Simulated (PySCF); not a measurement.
Job file and geometry (Å, from GFN2-xTB) of an NMR shielding run on SMILES C=C[C@H](C)CCCC, C8H16, PySCF, GIAO PBE0/pcSseg-1 NMR shielding, non-relativistic, gas phase; density fitting, a coarse starting grid and PySCF grid level 2 are the driver's defaults:

```
{"job": {"kind": "nmr", "xc": "PBE0", "basis": "pcSseg-1"}, "charge": 0, "multiplicity": 1}
C     -2.329578     1.789186     0.460439
C     -1.939736     0.543566     0.652817
C     -1.468835    -0.380247    -0.429229
C     -2.441094    -1.555620    -0.559294
C     -0.054471    -0.889698    -0.124110
C      0.974639     0.237362    -0.106276
C      2.387376    -0.277991     0.156676
C      3.410517     0.851208     0.160832
H     -2.325794     2.237906    -0.519965
H     -2.669480     2.416693     1.267356
H     -1.953906     0.114613     1.647046
H     -1.448485     0.166004    -1.378260
H     -2.124532    -2.224183    -1.356784
H     -3.442053    -1.195832    -0.786339
H     -2.480137    -2.120627     0.369500
H      0.228014    -1.624635    -0.881803
H     -0.055702    -1.396575     0.844130
H      0.702903     0.961330     0.665164
H      0.954550     0.758525    -1.066636
H      2.655160    -1.007177    -0.611800
H      2.411187    -0.791577     1.120472
H      4.412194     0.463317     0.332556
H      3.404346     1.373894    -0.793276
H      3.181186     1.570321     0.944340
```

Problem. Write the output of this run.

Solution. 
```
coarse grid: 18608 points
cycle   1  E = -313.9168111595  dE =  6.317e-01  |g| = 4.876e-01  |ddm| = 4.092e+00
cycle   2  E = -313.9125162433  dE =  4.295e-03  |g| = 5.177e-01  |ddm| = 9.156e-01
cycle   3  E = -313.9841534379  dE = -7.164e-02  |g| = 3.451e-02  |ddm| = 4.857e-01
cycle   4  E = -313.9842055105  dE = -5.207e-05  |g| = 3.104e-02  |ddm| = 5.604e-02
cycle   5  E = -313.9844416915  dE = -2.362e-04  |g| = 6.250e-03  |ddm| = 2.744e-02
cycle   6  E = -313.9844507004  dE = -9.009e-06  |g| = 1.759e-03  |ddm| = 6.085e-03
final grid: 175616 points
cycle   7  E = -314.0357550595  dE = -6.753e-05  |g| = 1.067e-02  |ddm| = 4.211e-02
cycle   8  E = -314.0357490499  dE =  6.010e-06  |g| = 1.174e-02  |ddm| = 1.963e-02
cycle   9  E = -314.0357851749  dE = -3.613e-05  |g| = 4.875e-04  |ddm| = 1.042e-02
cycle  10  E = -314.0357852225  dE = -4.761e-08  |g| = 2.358e-04  |ddm| = 6.895e-04
cycle  11  E = -314.0357852355  dE = -1.294e-08  |g| = 7.011e-05  |ddm| = 2.177e-04
cycle  12  E = -314.0357852365  dE = -1.044e-09  |g| = 2.815e-05  |ddm| = 7.418e-05
cycle  13  E = -314.0357852367  dE = -2.008e-10  |g| = 3.356e-06  |ddm| = 2.752e-05
converged SCF energy = -314.0357852367

GIAO shielding tensors (ppm)
atom      isotropic    diamagn.    paramagn.     s11        s22        s33       span
  0 C       66.232     254.240    -188.008    -46.277     86.821    158.152    204.429
  1 C       31.804     258.332    -226.528    -90.477     42.061    143.829    234.306
  2 C      140.345     245.745    -105.400    133.351    139.030    148.653     15.302
  3 C      161.703     246.347     -84.644    142.808    156.080    186.219     43.411
  4 C      144.998     251.502    -106.504    127.228    138.921    168.844     41.617
  5 C      149.989     251.173    -101.184    130.706    147.744    171.516     40.810
  6 C      158.407     247.478     -89.071    146.919    155.812    172.489     25.569
  7 C      169.601     244.781     -75.180    157.913    163.151    187.740     29.827
  8 H       26.365      32.571      -6.205     22.441     25.883     30.772      8.331
  9 H       26.477      29.665      -3.189     23.138     25.521     30.771      7.633
 10 H       25.909      33.629      -7.721     22.642     26.183     28.902      6.260
 11 H       29.801      34.897      -5.096     27.154     29.433     32.816      5.662
 12 H       30.536      29.985       0.551     26.283     28.362     36.964     10.682
 13 H       30.552      28.630       1.922     26.080     28.290     37.285     11.205
 14 H       30.758      30.158       0.600     27.257     29.049     35.968      8.711
 15 H       30.368      35.170      -4.802     25.531     31.498     34.076      8.546
 16 H       30.687      35.340      -4.653     26.737     31.508     33.815      7.078
 17 H       30.273      35.570      -5.297     24.857     31.930     34.032      9.175
 18 H       30.773      35.560      -4.787     25.977     32.137     34.205      8.228
 19 H       30.416      31.872      -1.455     25.340     30.683     35.227      9.887
 20 H       30.486      32.119      -1.633     25.520     30.720     35.217      9.697
 21 H       30.483      26.377       4.106     25.738     27.613     38.097     12.359
 22 H       30.814      29.093       1.721     26.636     29.198     36.607      9.972
 23 H       30.779      29.259       1.520     26.536     29.310     36.492      9.957
```

Problem. Turn these shieldings into chemical shifts. References, each an isolated molecule treated in the same way: 13C (σ = 186.93 ppm), 1H (σ = 31.72 ppm) vs TMS.

Solution. Averaging equivalent atoms: C 1: 155.1; C 0: 120.7; C 2: 46.6; C 4: 41.9; C 5: 36.9; C 6: 28.5; C 3: 25.2; C 7: 17.3; H 10: 5.81; H 8: 5.35; H 9: 5.24; H 11: 1.92; H 17: 1.44; H 15: 1.35; H 19: 1.30; H 20: 1.23; H 12/13/14: 1.10; H 16: 1.03; H 21/22/23: 1.03; H 18: 0.94 ppm. 

Size and cost of the density-fitted run: 216 basis functions, 37 s wall time on 1 thread of an Arm Neoverse V1, shared host.
